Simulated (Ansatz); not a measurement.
```yaml
crystal:
  periodic: [false, false, false]
  atoms:
    - {symbol: B, position_ang: [-0.875368, 1.161197, -0.141267]}
    - {symbol: C, position_ang: [-0.978733, -0.214722, -0.214468]}
    - {symbol: B, position_ang: [0.112203, -0.788124, 1.197172]}
    - {symbol: Al, position_ang: [1.202073, -0.311486, -0.872918]}
    - {symbol: H, position_ang: [-1.741813, 1.839758, -0.153614]}
    - {symbol: H, position_ang: [0.221219, 1.668856, 0.270919]}
    - {symbol: H, position_ang: [-1.828903, -0.804312, -0.373262]}
    - {symbol: H, position_ang: [-0.325865, -1.782813, 1.980828]}
    - {symbol: H, position_ang: [1.204603, -0.796689, 1.193098]}
    - {symbol: H, position_ang: [1.836308, 0.757742, -1.361328]}
    - {symbol: H, position_ang: [1.077624, -1.720967, -1.627254]}
basis:
  gaussian: {orbitals: cc-pVTZ-DK}
total_charge: -2
hamiltonian: {xc: {name: r2SCAN50}, dispersion: d3bj}
output: {forces: true}
```

```sh
$ ansatz run in.yaml --threads 2 --pin off --events-out ev --progress --plain --max-ram 4352MiB
```

Output, abridged:

```
Warning: the engine holds no damping parameters fitted to this dispersion correction and functional, so the run takes those fitted to r2scan50 beside the three-body term, which d3bj leaves out (hamiltonian.dispersion, under Limitations)
Functional definition: r2SCAN50
1391 factors; their error is unknown
mean field evaluation 1: about -9101.7980 eV, gradient 1.7e1 eV
mean field evaluation 2: about -9102.7085 eV, gradient 8.5e0 eV
mean field evaluation 4: about -9102.9417 eV, gradient 1.0e0 eV
mean field evaluation 8: about -9102.9477 eV, gradient 7.5e-2 eV
mean field evaluation 16: about -9103.0613 eV, gradient 5.3e-3 eV
mean field -9103.06134417 eV, -334.5313341216 hartree, gradient 5.8e-5 eV, S^2 0.000000; 0 other end points of the search recorded, 0 dependent functions left out
reference -9103.06135252 eV, -334.5313344286 hartree; 19, 19 occupied and 203, 203 virtual orbitals, 1391 factors
Total energy: -9103.14148784 eV, -334.5342793472 hartree
Relativity: scalar
Atom 0 at    -0.875368     1.161197    -0.141267 Å, force     2.946632     1.691171     1.501374 eV/Å
Atom 1 at    -0.978733    -0.214722    -0.214468 Å, force     4.222031    -2.921023     2.607398 eV/Å
Atom 2 at     0.112203    -0.788124     1.197172 Å, force    -5.943864    -1.307497    -0.545610 eV/Å
Atom 3 at     1.202073    -0.311486    -0.872918 Å, force    -4.388378    -6.064121     2.176257 eV/Å
Atom 4 at    -1.741813     1.839758    -0.153614 Å, force    -2.475972     2.441425    -0.581779 eV/Å
Atom 5 at     0.221219     1.668856     0.270919 Å, force    -0.861868    -0.160832    -0.563025 eV/Å
Atom 6 at    -1.828903    -0.804312    -0.373262 Å, force    -0.779394    -0.780328    -0.462145 eV/Å
Atom 7 at    -0.325865    -1.782813     1.980828 Å, force     0.343421     0.840999    -1.577502 eV/Å
Atom 8 at     1.204603    -0.796689     1.193098 Å, force     3.787041     1.784249     0.333949 eV/Å
Atom 9 at     1.836308     0.757742    -1.361328 Å, force     2.856552     4.546555    -2.060312 eV/Å
Atom 10 at     1.077624    -1.720967    -1.627254 Å, force     0.293799    -0.070599    -0.828605 eV/Å
Dipole moment:    -0.366554     0.481898    -0.228242 e Å
```

What is wrong with this run?

The charge is far from anything that the molecule holds. Self-consistency was reached. The result belongs to that input, not to the molecule as meant.
